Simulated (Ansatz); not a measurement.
Ansatz (a first-principles code) job for CF₃, SMILES F[C-](F)F, charge -1, PBE/def2-SVPD. Coordinates come from a ωB97X-D3(BJ)/def2-SVPD optimisation.

Ansatz 0.2 input:
```yaml
crystal:
  periodic: [false, false, false]
  atoms:
    - {symbol: C, position_ang: [0.00000000, 0.00000000, -0.54950683]}
    - {symbol: F, position_ang: [1.09315248, 0.63113188, 0.12211263]}
    - {symbol: F, position_ang: [-1.09315248, 0.63113188, 0.12211263]}
    - {symbol: F, position_ang: [-0.00000000, -1.26226377, 0.12211263]}
basis:
  gaussian:
    orbitals: def2-SVPD
hamiltonian:
  xc: {name: PBE}
total_charge: -1
```

It prints:

```
WARN ansatz: RAYON_NUM_THREADS=1 ignored (pool sized by the plan → 1); use --threads N
Functional definition: PBE
integrals: 0.02 GiB planned
724 factors; their error is unknown
mean field: 0.19 GiB planned
mean field evaluation 1: about -9170.8015 eV, gradient 2.9e1 eV
mean field evaluation 2: about -9169.8025 eV, gradient 4.0e1 eV
mean field evaluation 4: about -9172.2539 eV, gradient 2.6e0 eV
mean field evaluation 8: about -9172.2291 eV, gradient 2.0e-2 eV
mean field -9172.22909520 eV, -337.0732020884 hartree, gradient 6.5e-5 eV, S^2 0.000000; 0 other end points of the search recorded, 0 dependent functions left out
reference -9172.22912623 eV, -337.0732032287 hartree; 17, 17 occupied and 72, 72 virtual orbitals, 724 factors
Total energy: -9172.22912623 eV, -337.0732032287 hartree
```

The calculation finished and met its thresholds.

Cost: very roughly 0.8 core-seconds.
